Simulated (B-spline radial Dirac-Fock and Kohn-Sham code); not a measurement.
**Dipole and non-dipole photoemission parameters of Fe⁵⁺ 3p1/2**

System: Fe⁵⁺, [Ar] 3d3; threshold 153.4 eV (orbital energy of the model). Level of theory: Dirac-Hartree-Slater photoionisation with a Latter tail; cross sections with all multipoles, angular parameters from the dipole term and its interference with E2; a B-spline atomic structure program.

For linearly polarised light dσ/dΩ = σ/(4π) [1 + β P₂(cos θ) + (δ + γ cos²θ) sin θ cos φ], with θ from the polarisation vector and φ the angle between the beam and the projection of the electron momentum on the plane normal to the polarisation.

| hν (eV) | σ (kb) | β | γ | δ |
| --- | --- | --- | --- | --- |
| 200 | 352 | 1.159 | 0.115 | 0.009 |
| 282 | 246 | 1.481 | 0.010 | 0.000 |
| 300 | 227 | 1.514 | -0.002 | 0.000 |
| 308 | 219 | 1.526 | -0.006 | 0.000 |
| 322 | 206 | 1.544 | -0.012 | 0.000 |
| 400 | 146 | 1.601 | -0.020 | 0.001 |
| 433 | 127 | 1.612 | -0.014 | 0.002 |
| 532 | 87.4 | 1.624 | 0.016 | 0.004 |
| 582 | ? | ? | ? | ? |
| 600 | 69.0 | 1.623 | 0.044 | 0.005 |
| 680 | 53.5 | 1.616 | 0.078 | 0.006 |
| 800 | 37.8 | 1.600 | 0.132 | 0.007 |
| 1253.6 | 13.3 | 1.515 | 0.328 | 0.015 |
| 1840 | 4.96 | 1.404 | 0.523 | 0.028 |
| 2000 | 3.97 | 1.377 | 0.568 | 0.031 |
| 3240 | 1.02 | 1.196 | 0.832 | 0.061 |
| 4690 | 0.336 | 1.040 | 1.031 | 0.096 |
| 7070 | 0.0913 | 0.858 | 1.236 | 0.152 |
| 7890 | 0.0638 | 0.810 | 1.289 | 0.171 |
| 11100 | 0.0203 | 0.664 | 1.439 | 0.238 |
| 11200 | 0.0197 | 0.660 | 1.443 | 0.240 |
| 13200 | 0.0112 | 0.594 | 1.512 | 0.278 |

Question: Give the values at 582 eV.

Answer: σ = 73.4 kb, β = 1.624, γ = 0.036, δ = 0.004.

Values without a named source are computed, but for edge energies of neutral atoms, which are taken from tables.
